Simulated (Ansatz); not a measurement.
Mulliken charges of C₃H₅AlO (`C1=[CH][AlH][CH2]O1`) from ωB97M-V/def2-TZVPP in Ansatz (PBE0-D4/def2-TZVP geometry).

| atom | x (Å) | y (Å) | z (Å) | charge (e) |
| --- | --- | --- | --- | --- |
| C1 | -0.771 | 0.377 | -1.007 | 0.090 |
| C2 | -0.541 | -0.949 | -0.901 | -0.374 |
| Al3 | 0.586 | -1.127 | 0.612 | 0.418 |
| C4 | 0.557 | 0.833 | 0.884 | -0.234 |
| O5 | -0.281 | 1.320 | -0.189 | -0.243 |
| H6 | -1.386 | 0.843 | -1.776 | 0.112 |
| H7 | -1.008 | -1.588 | -1.639 | 0.096 |
| H8 | 1.304 | -2.290 | 1.409 | -0.087 |
| H9 | 0.106 | 1.182 | 1.818 | 0.111 |
| H10 | 1.518 | 1.349 | 0.792 | 0.111 |

**Question.** By hand: the dipole of these point charges (1 e Å = 4.8032 D).

**Answer.** Σ q r = (0.131, -0.176, 0.152) e Å, of length 0.267 e Å = 1.28 D.

**Question.** How does the dipole of the full density compare? (Best estimate.)

**Answer.** Ansatz gave: (0.070, -0.067, 0.085) e Å, 0.62 D; the point charges give 2.06 times that, at 10° from its direction.

Point charges leave out the atoms' own dipoles, such as those of lone pairs, and Mulliken's split depends on the basis, so the two needn't agree.
